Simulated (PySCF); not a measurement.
Several molecules and their computed UV-vis stick spectra, shuffled. Method: TDDFT CAM-B3LYP/def2-SVPD, vertical, gas phase, core orbitals frozen in the response in PySCF. Geometries: GFN2-xTB; one conformer of each isolated species. Triplets are in the Tamm–Dancoff approximation.

A. `N#CC([SiH3])[SiH3]`
B. `c1ccc2cnncc2c1`
C. `C1CPCC[SiH2]1`
D. `N#CC[SiH2][Si@H](Cl)CCl`
E. `[SiH3]N[SiH2][SiH2]O[SiH3]`

Lowest singlet levels (six at most, fewer where fewer were computed) with oscillator strengths:

1. 3.62 eV (f 0.000); 4.13 eV (f 0.004); 4.86 eV (f 0.006); 4.95 eV (f 0.069); 5.75 eV (f 0.003); 6.16 eV (f 0.000); T1 3.22 eV
2. 5.46 eV (f 0.002); 6.23 eV (f 0.029); 6.63 eV (f 0.012); 6.70 eV (f 0.007); 7.03 eV (f 0.010); 7.35 eV (f 0.018); T1 5.10 eV
3. 6.44 eV (f 0.038); 6.47 eV (f 0.038); 7.03 eV (f 0.087); 7.29 eV (f 0.024); 7.29 eV (f 0.005); 7.53 eV (f 0.000); T1 5.38 eV
4. 6.46 eV (f 0.020); 6.80 eV (f 0.030); 7.05 eV (f 0.033); 7.14 eV (f 0.002); 7.18 eV (f 0.003); 7.39 eV (f 0.036); T1 5.87 eV
5. 7.22 eV (f 0.002); 7.55 eV (f 0.027); 7.66 eV (f 0.017); 7.85 eV (f 0.013); 8.08 eV (f 0.000); 8.33 eV (f 0.135); T1 6.30 eV

Question: Match each spectrum to its molecule.

Answer: 1 = B, 2 = E, 3 = C, 4 = D, 5 = A.
- A: S1 at 7.22 eV, HOMO→LUMO+2 (42%), HOMO→LUMO+1 (19%), HOMO→LUMO+7 (14%); Löwdin shares by element: HOMO carbon 42%, nitrogen 31%, silicon 9% or more (atoms not listed hold the other 18%); LUMO silicon 39%, carbon 19% (atoms not listed hold the other 42%); HOMO -9.97 and LUMO 0.57 eV; point group Cs, 1 of its 6 listed states under f = 0.0005.
- B: S1 at 3.62 eV, HOMO→LUMO (88%), HOMO→LUMO+2 (11%); Löwdin shares by element: HOMO nitrogen 78%, carbon 15% or more; LUMO carbon 48% or more (atoms not listed hold the other 52%); HOMO -8.06 and LUMO -0.90 eV; point group C2v, 2 of its 6 listed states under f = 0.0005.
- C: S1 at 6.44 eV, HOMO→LUMO (63%), HOMO→LUMO+2 (23%), HOMO→LUMO+5 (9%); Löwdin shares by element: HOMO phosphorus 61%, carbon 18% or more, hydrogen 6% or more; LUMO silicon 24%, carbon 13% or more, phosphorus 6% (atoms not listed hold the other 57%); HOMO -7.97 and LUMO 1.25 eV; point group Cs, 1 of its 6 listed states under f = 0.0005.
- D: S1 at 6.46 eV, HOMO→LUMO (75%); Löwdin shares by element: HOMO chlorine 55%, carbon 20% or more, silicon 12% or more; LUMO silicon 45%, chlorine 16% or more, carbon 7% or more (atoms not listed hold the other 32%); HOMO -9.59 and LUMO -0.02 eV.
- E: S1 at 5.46 eV, HOMO→LUMO (91%); Löwdin shares by element: HOMO nitrogen 46%, silicon 21% or more, hydrogen 9% or more (atoms not listed hold the other 24%); LUMO silicon 46% or more, hydrogen 6% or more (atoms not listed hold the other 48%); HOMO -8.66 and LUMO 0.01 eV.
C and D have S1 within 0.02 eV of each other; their strongest listed levels stand at 7.03 eV (f 0.087) and 7.39 eV (f 0.036).
